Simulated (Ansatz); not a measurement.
Zr(OH)Cl3 (ZrCl₃OH). Charge 0, multiplicity 3. Geometry PBE-D4/def2-SVP, that of the neutral singlet; atoms count from 1.

```xyz
6

Zr   -0.114   -0.331    0.211
O     0.416    1.200   -0.767
H     0.686    1.984   -1.267
Cl   -2.462   -0.485    0.183
Cl    0.648   -0.127    2.427
Cl    0.826   -2.243   -0.787
```

In the def2 sets Zr takes a core potential; there is no spin–orbit coupling. At PBE0-D4/def2-TZVP a singlet of charge 0 lies 5.56 eV below the triplet at the same geometry.

Problem. Estimate the Mulliken populations from the PBE0/def2-TZVP orbitals of Ansatz.

Solution. 
| atom | charge (e) | spin (α − β) | d electrons |
| --- | --- | --- | --- |
| Zr1 | 1.17 | 0.86 | 2.29 |
| O2 | -0.73 | 0.00 | – |
| H3 | 0.34 | 0.00 | – |
| Cl4 | -0.29 | 0.32 | – |
| Cl5 | -0.30 | 0.31 | – |
| Cl6 | -0.18 | 0.51 | – |
Mulliken values depend strongly on the basis.

Problem. Where does the spin sit?

Solution. Summed by element: Zr 0.86, O 0.00, H 0.00, Cl 1.14, of 2 unpaired in all. Largest on single atoms: Zr1 0.86, Cl6 0.51, Cl4 0.32.

Problem. And the Mayer bond orders between heavy atoms (over 0.3)?

Solution. Zr1–O2 0.98 (1.89 Å); Zr1–Cl4 0.80 (2.35 Å); Zr1–Cl5 0.80 (2.35 Å); Zr1–Cl6 0.70 (2.35 Å).
